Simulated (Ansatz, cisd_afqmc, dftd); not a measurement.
Reaction: HSe (SMILES [SeH], doublet) → HSe- (SMILES [SeH-]) (an electron is taken up)
Each species at its own B3LYP-D3(BJ)/def2-TZVP minimum (Ansatz, a first-principles code).

Property: adiabatic electron affinity (electronic), positive where energy is released, in eV. Open shells are spin-unrestricted; no spin-orbit coupling. Cores are frozen in correlated methods (noble-gas shells, and filled d and f shells in the p block). No relativity. AFQMC is phaseless with a CISD trial state; ± is one standard error, without the phaseless bias. Outlying blocks are dropped, and bars are widened where a walk drifts. Over all cases where full CI ran beside it in this data, AFQMC minus full CI had a median of +0.1 mEh and passed +0.4 mEh in a tenth of the cases. CBS(X,Y): correlation extrapolated as X^-3, Hartree-Fock from the larger set. A bracket is a step between two methods taken in the basis named. Double hybrids freeze cores in their MP2 part. def2-TZVPD holds few diffuse functions, which lowers the functionals' binding of the extra electron.

| level | program | adiabatic electron affinity (eV) | difference against the last row |
|---|---|---|---|
| PBE/def2-TZVPD | Ansatz | 2.31 | -0.05 |
| PBE0/def2-TZVPD | Ansatz | 2.25 | -0.11 |
| CAM-B3LYP-D4/def2-TZVPD | Ansatz + dftd4 | 2.30 | -0.06 |
| B2PLYP-D3(BJ)/def2-TZVPD | Ansatz + dftd3 | 2.24 | -0.12 |
| B2GP-PLYP/def2-TZVPD | Ansatz | 2.22 | -0.14 |
| MP2/aug-cc-pVDZ | Ansatz | 2.15 | -0.21 |
| MP2/aug-cc-pVTZ | Ansatz | 2.26 | -0.10 |
| MP2/CBS(aug-cc-pVTZ,aug-cc-pVQZ) | Ansatz | 2.39 | 0.03 |
| CCSD/aug-cc-pVQZ | Ansatz | 2.21 | -0.15 |
| CCSD(T)/aug-cc-pVTZ | Ansatz | 2.23 | -0.13 |
| CCSD(T)/CBS(aug-cc-pVTZ,aug-cc-pVQZ) | Ansatz | 2.36 | 0.00 |
| CCSDT(Q)/aug-cc-pVDZ | Ansatz | 2.12 | -0.24 |
| CCSDT(Q)/aug-cc-pVTZ | Ansatz | 2.23 | -0.13 |
| CCSDTQ/aug-cc-pVDZ | Ansatz | 2.12 | -0.24 |
| AFQMC/CISD/aug-cc-pVDZ | cisd_afqmc | 2.11 ± 0.01 | -0.25 |
| CCSD(T)/CBS(aug-cc-pVTZ,aug-cc-pVQZ) + [CCSDT(Q) - CCSD(T)]/aug-cc-pVDZ | Ansatz | 2.36 | 0.00 |
| CCSD(T)/CBS(aug-cc-pVTZ,aug-cc-pVQZ) + [CCSDT(Q) - CCSD(T)]/aug-cc-pVQZ + [CCSDTQ - CCSDT(Q)]/aug-cc-pVDZ | Ansatz | 2.36 | 0.00 |
